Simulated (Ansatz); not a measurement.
# What each rung costs, and what it gives

Saddle point of ZnH$_{3}$ClO$_{2}$, closed shell (ZnHCl ([Cl][ZnH]) + H₂O₂ ([OH][OH]) → ZnHClO₂ ([OH][O][Zn][Cl]) + H₂; bonds formed: H2–H4; dative contacts that become bonds: Zn1–O5; bonds broken: Zn1–H2, H4–O5), PBE0-D4/def2-TZVP structure:

```
7
angstrom
Zn -0.7287 -1.0303 -0.0461
H -1.2855 0.1699 1.2019
Cl -1.3465 -2.7916 -1.0221
H -0.5189 0.6848 0.8241
O 0.5456 0.4396 0.1893
O 1.2466 1.1865 -0.7980
H 2.0874 1.3411 -0.3490
```

Barriers are electronic and count from the start structure reached by relaxing down the imaginary mode.

Computed with Ansatz 0.2.0 (basis: as named in each row); correlated methods freeze the cores. The 3s and 3p shells of Cu and Zn are frozen; filled d shells are correlated. B3LYP uses VWN-RPA correlation. Extrapolation: Hartree–Fock as exp(−7.88 √X), correlation as X^−2.97.

Times are rough, for one single point on 4 threads of a shared host (Intel Xeon).

The estimate by CCSD(T) at an estimated basis limit (MP2 extrapolated from triple and quadruple zeta, plus CCSD(T) − MP2 in triple zeta) is 136.3 kJ/mol.

| method | basis | time (s) | barrier (kJ/mol) | method less estimate |
| --- | --- | --- | --- | --- |
| SPW92 | def2-SVP | 2 | 105.7 | -30.6 |
| PBE-D4 | def2-SVP | 3 | 111.0 | -25.3 |
| HF | STO-3G | 4 | 185.4 | 49.1 |
| PBE0-D4 | def2-SVP | 4 | 129.5 | -6.8 |
| B3LYP-D4 | 6-31G | 4 | 107.2 | -29.1 |
| SPW92 | def2-TZVPP | 9 | 107.6 | -28.8 |
| BLYP-D4 | def2-TZVPP | 10 | 119.3 | -17.1 |
| wB97M-V | def2-SVP | 11 | 142.6 | 6.3 |
| PBE-D4 | def2-TZVPP | 11 | 113.4 | -23.0 |
| B3LYP-D4 | def2-TZVPP | 11 | 132.4 | -3.9 |
| BHLYP-D4 | def2-TZVPP | 12 | 149.1 | 12.7 |
| r2SCAN-D4 | def2-TZVPP | 14 | 122.3 | -14.1 |
| PBE0-D4 | def2-TZVPP | 14 | 130.0 | -6.3 |
| PBE-D4 | STO-3G | 15 | 105.8 | -30.6 |
| r2SCAN0-D4 | def2-TZVPP | 15 | 134.8 | -1.5 |
| CAM-B3LYP-D4 | def2-TZVPP | 15 | 138.3 | 2.0 |
| CCSD(T) | def2-SVP | 16 | 141.9 | 5.6 |
| RPA on PBE | def2-TZVPP | 18 | 140.1 | 3.8 |
| B97M-V | def2-TZVPP | 22 | 133.6 | -2.7 |
| wB97X-V | def2-TZVPP | 22 | 140.3 | 3.9 |
| wB97M-V | def2-TZVPP | 23 | 143.0 | 6.7 |
| B2PLYP | def2-TZVPP | 23 | 132.8 | -3.5 |
| PBE-QIDH | def2-TZVPP | 23 | 137.0 | 0.7 |
| MP2 | def2-QZVPP | 56 | 133.4 | -3.0 |
| CCSD(T) | def2-TZVPP | 180 | 138.9 | 2.6 |

All methods are single points on the PBE0-D4 structures.

T1 diagnostic: at most 0.017.

Labels in which every atom is bracketed show which atoms are joined, not bond orders.
